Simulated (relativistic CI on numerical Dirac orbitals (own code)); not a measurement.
# Re16+: sensitivity of the levels to the model

Base calculation: Dirac-Coulomb-Breit CI, KLI orbitals optimised for each configuration, model QED (radiative potential, 1s self-energy scaled to tabulated hydrogen-like ionisation energies), unscaled Slater integrals.

CI space (outside the closed core [Kr]): 4d10 4f11 5s2, 4d10 4f12 5s, 4d10 4f11 5s 5p, 4d10 4f10 5s2 5p, 4d10 4f11 5s 5d, 4d10 4f10 5s 5p2, 4d10 4f12 5d, 4d10 4f11 5s 5f, 4d10 4f12 6s, 4d9 4f12 5s2, 4d10 4f10 5s2 6s, 4d10 4f13, 4d9 4f14, 4d10 4f12 5p, 4d9 4f13 5p. Double excitations out of closed p, d and f shells are left out; levels of such configurations are missing from the list, as are those of other unlisted configurations, and high levels can miss mixing partners.

Variants: (1) valence Slater integrals scaled by 0.9; (2) Breit term removed; (3) only the first 3 configurations. Shifts of the energy above 4d10 4f11 5s2 4I°_15/2, in cm⁻¹, for the lowest level and the first level of each name with at least 55 % of one term (blank where a level changes its place among those of its configuration and J or its character, or is not in the variant):

```csv
Level,Base,Δ(1),Δ(2),Δ(3)
4d10 4f11 5s2 4I°_15/2,0.0,0.0,0.0,0.0
4d10 4f12 5s 4H_13/2,11222.4,-2194.2,+2973.7,+3314.9
4d10 4f11 5s2 4I°_13/2,17387.3,+124.4,+637.2,-7.1
4d10 4f12 5s 4H_11/2,19053.8,-2710.2,+3044.0,+3456.1
4d10 4f12 5s 4F_9/2,22857.1,-3404.8,+2560.8,+3412.0
4d10 4f11 5s2 4I°_11/2,23610.7,-1195.1,+52.7,+100.2
4d10 4f12 5s 4H_9/2,32976.5,-2369.1,+3720.6,+3483.6
4d10 4f12 5s 2H_11/2,37318.2,-3288.5,+3601.1,+3242.5
4d10 4f12 5s 4F_5/2,42176.3,-3759.8,+3107.0,+3644.5
4d10 4f12 5s 4F_3/2,42930.8,-4175.0,+2858.6,+3685.6
4d10 4f11 5s2 4F°_7/2,45452.7,-2643.2,+5.3,+548.0
4d10 4f11 5s2 4F°_5/2,48295.7,-3339.8,-342.4,+652.6
4d10 4f12 5s 2F_5/2,53999.3,-5546.1,+2800.6,+3531.5
4d10 4f11 5s2 2K°_15/2,54541.8,-3881.0,+825.8,+433.7
4d10 4f11 5s2 4G°_9/2,61035.6,-3165.6,+628.2,+717.2
4d10 4f11 5s2 2K°_13/2,67377.7,-4306.8,+1104.5,+493.4
4d10 4f11 5s2 2P°_1/2,69327.2,-4928.0,-222.1,+720.9
4d10 4f11 5s2 4G°_5/2,73003.9,,-201.7,+1331.4
4d10 4f13 2F°_7/2,78989.9,-4920.3,+8410.6,
4d10 4f11 5s2 2I°_11/2,81554.8,-6509.9,+314.6,+1019.7
4d10 4f12 5s 4P_1/2,81965.0,-7867.6,+2666.9,+4479.5
4d10 4f11 5s2 2L°_17/2,81995.2,-6465.9,+1350.5,+1016.7
```

At this charge transitions that keep the count of f electrons are usually good to a few per cent. Terms inside the open d or f shell come out 10 to 20 % too wide with unscaled integrals. Levels that differ in their count of f electrons can be misplaced by several ten thousand cm⁻¹, since the correlation energy of f electrons is missing or only estimated; rates across such gaps can be off by orders of magnitude.

Ionisation energy from one configuration of each of the two ions, the ground ones as tabulated or assumed: base 392.84 eV; valence Slater integrals scaled by 0.9 392.447 eV; Breit term removed 393.531 eV. The NIST ASD value (theoretical) is 403 ± 20 eV.

LS names give the leading component of a level, which can be under half, so a name can repeat, a term be missing and a line seem to break the LS rules.
